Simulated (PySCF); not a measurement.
**CH2B2Cl2F2: core ionisation energies**

Species: CH2B2Cl2F2.
Numbering: `[F:1][B:2]([F:3])[CH2:4][B:5]([Cl:6])[Cl:7]`

The calculation used delta-SCF UKS SCAN, pcX-2 on the ionised atom, pcseg-1 elsewhere, spin-free X2C (PySCF). Vertical ΔSCF values, vacuum level as zero.

Q: What binding energy does each computed site have?

A: 
```csv
atom(s),bonded to,level,binding energy (eV),2p1/2 (eV),above the level's lowest (eV),count
B5,2 Cl and C,B 1s,198.72,–,0.00,1
B2,2 F and C,B 1s,199.89,–,+1.17,1
Cl6/Cl7,B,Cl 2p3/2,206.76,208.41,0.00,2
C4,2 H and 2 B,C 1s,291.03,–,0.00,1
F1/F3,B,F 1s,693.84,–,0.00,2
Cl6/Cl7,B,Cl 1s,2829.34,–,0.00,2
```

Lowest listed B 1s: B5, bonded to 2 Cl and C. Highest, 1.17 eV above it: B2, bonded to 2 F and C.

Q: What is the longest wavelength that can ionise Cl 2p3/2 of Cl6/Cl7 vertically?

A: λ = hc/E = 12398.42 eV Å / 206.76 eV = 59.965 Å.

Q: Which photon energy gives electrons from Cl 2p3/2 of Cl6/Cl7 a kinetic energy of 100 eV, and what is their de Broglie wavelength?

A: hν = 206.76 + 100 = 306.76 eV, recoil neglected; λ = 12.264 Å/√(E/eV) = 1.23 Å.

One atom of each set of topologically equivalent atoms was ionised and stands for the set; in this conformer not all members are related by symmetry, and their own values weren't computed. Spin–orbit and ligand-field terms were added within each 2p shell after the spin-free SCF. 2p1/2 minus 2p3/2 (ligand field included): Cl 1.65 eV. One conformer (not necessarily the lowest) at the PBE0-D3(BJ)/def2-SVP geometry, without solvent, vibrations or thermal averaging.

The values belong to the conformer `[F:1][B:2]([F:3])[CH2:4][B:5]([Cl:6])[Cl:7]`: F1–B2–C4–B5 -96°, B2–C4–B5–Cl6 -91°.
